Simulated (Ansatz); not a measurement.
Geometry optimisation, UHF/6-31G* in Ansatz 0.2.0.

The input (input.yaml):

```yaml
crystal:
  periodic: [false, false, false]
  atoms:
    - { symbol: B, position_ang: [0.0, 0.0, 0.0] }
    - { symbol: H, position_ang: [0.0, 0.0, 1.44] }
    - { symbol: F, position_ang: [1.1431, 0.0, -0.66] }
    - { symbol: F, position_ang: [-1.1431, 0.0, -0.66] }
    - { symbol: Si, position_ang: [0.0, 0.0, 3.2] }
    - { symbol: H, position_ang: [-0.7436, -1.1581, 3.6874] }
    - { symbol: H, position_ang: [1.3747, -0.0649, 3.6874] }
    - { symbol: H, position_ang: [-0.6311, 1.223, 3.6874] }
magnetization:
  spin_polarized: true
  initial_magnetization: 1
basis:
  gaussian: { orbitals: "6-31G*" }
hamiltonian:
  xc: hf
relax:
  f_tol: 0.15
  max_steps: 25
  restrain:
    - { distance: [1, 4], at: 1.46, k: 30.0 }
    - { distance: [0, 1], at: 2.39, k: 30.0 }
output:
  orbitals: {}
```

Launched with:

```bash
$ ansatz run input.yaml --threads 1 --pin off --max-ram 2048MiB --backend cpu --events-out ev --progress --plain --runs-dir out
```

Q: Where does it end, and by what steps?

A: The run converged. The restraints hold the end off the free minimum. After 13 steps the energy has fallen by 0.642 eV (the restraints' own energy left out); B1 moved furthest, 0.69 Å.

```json
{"step": "0", "energy less start (eV)": "0.0000", "largest force component (eV/Å)": "1.972", "accepted": "yes"}
{"step": "1", "energy less start (eV)": "0.1140", "largest force component (eV/Å)": "1.291", "accepted": "yes"}
{"step": "2", "energy less start (eV)": "0.2044", "largest force component (eV/Å)": "3.377", "accepted": "yes"}
{"step": "3", "energy less start (eV)": "-0.2277", "largest force component (eV/Å)": "2.224", "accepted": "yes"}
{"step": "4", "energy less start (eV)": "-0.4705", "largest force component (eV/Å)": "0.660", "accepted": "yes"}
{"step": "5", "energy less start (eV)": "-0.5066", "largest force component (eV/Å)": "0.627", "accepted": "yes"}
{"step": "6", "energy less start (eV)": "-0.5400", "largest force component (eV/Å)": "0.903", "accepted": "yes"}
{"step": "7", "energy less start (eV)": "-0.5837", "largest force component (eV/Å)": "0.424", "accepted": "yes"}
{"step": "8", "energy less start (eV)": "-0.6121", "largest force component (eV/Å)": "0.316", "accepted": "yes"}
{"step": "9", "energy less start (eV)": "-0.5294", "largest force component (eV/Å)": "2.699", "accepted": "no"}
{"step": "10", "energy less start (eV)": "-0.6317", "largest force component (eV/Å)": "0.295", "accepted": "yes"}
{"step": "11", "energy less start (eV)": "-0.6331", "largest force component (eV/Å)": "0.609", "accepted": "yes"}
{"step": "12", "energy less start (eV)": "-0.6428", "largest force component (eV/Å)": "0.171", "accepted": "yes"}
{"step": "13", "energy less start (eV)": "-0.6425", "largest force component (eV/Å)": "0.247", "accepted": "yes"}
```

```xyz
8
Properties=species:S:1:pos:R:3
B 0.004 -0.397 -0.571
H 0.007 -0.197 1.817
F 1.124 0.256 -0.701
F -1.132 0.230 -0.693
Si 0.001 -0.016 3.274
H -0.761 -1.118 3.888
H 1.390 -0.032 3.766
H -0.633 1.274 3.601
```

The run took 15 s on 1 thread of Arm Neoverse V2 (shared host), peak memory 0.14 GiB.
